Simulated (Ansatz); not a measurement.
`BrC1BO1` and `FC1BO1` differ in one element.

Ansatz, PBE0-D4/def2-TZVP geometries, multiplicity 1. 

Scalar relativity is left out up to krypton.

```tsv
property	`BrC1BO1`
ideal-gas entropy at 298 K and 1 bar (rigid rotor, harmonic PBE0-D4/def2-TZVP) / J/(mol·K)	291
HOMO energy (PBE/def2-TZVPP) / eV	-6.50
zero-point energy (PBE0-D4/def2-TZVP) / kJ/mol	86.5
size of the dipole moment (PBE/def2-TZVPP) / D	1.61
size of the dipole moment (B3LYP/def2-TZVPP) / D	1.77
HOMO–LUMO gap (ωB97M-V/def2-TZVPP) / eV	10.86
```

(1) Give the same properties after the change, and the shifts. (Best estimate.)

Results:

(1) Computed: 
```csv
property,`FC1BO1`,shift
"ideal-gas entropy at 298 K and 1 bar (rigid rotor, harmonic PBE0-D4/def2-TZVP) / J/(mol·K)",267,-24
HOMO energy (PBE/def2-TZVPP) / eV,-6.84,-0.34
zero-point energy (PBE0-D4/def2-TZVP) / kJ/mol,92.4,5.9
size of the dipole moment (PBE/def2-TZVPP) / D,1.56,-0.05
size of the dipole moment (B3LYP/def2-TZVPP) / D,1.79,0.02
HOMO–LUMO gap (ωB97M-V/def2-TZVPP) / eV,11.66,0.80
```

With PBE0 the HOMO falls by 0.56 eV and the LUMO rises by 0.15 eV, so the gap widens by about 0.71 eV. PBE moves the HOMO by -0.34 eV and ωB97M-V by -0.68 eV. Dipoles are sizes alone; their direction can turn.

B3LYP here is the variant with VWN-RPA as its local correlation; programs differ in this.

Spin–orbit coupling is left out; it splits and shifts lone-pair levels of the heavy atoms by tenths of an eV.
